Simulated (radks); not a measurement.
All-electron atom: Tb I in [Xe] 4f9 6s1 6p1 (not the ground configuration). All-electron calculation, scalar-relativistic Kohn-Sham, PBEsol, spin-unpolarised, spherical densities, finite nucleus; Fermi nuclear charge, rms radius 5.06 fm. Program: a radial shooting solver on a logarithmic mesh with Libxc functionals.

X-ray form factor f0, the Fourier transform of the density (f0(0) = 65):

sin(theta)/lambda (1/angstrom)  f0 (electrons)
0.05                                    63.494
0.1                                     60.523
0.15                                    57.312
0.2                                     53.928
0.25                                    50.466
0.3                                     47.107
0.4                                     41.140
0.5                                     36.256
0.6                                     32.206
0.8                                     25.836
1                                       21.337
1.25                                    17.745
1.5                                     15.423
2                                       11.837
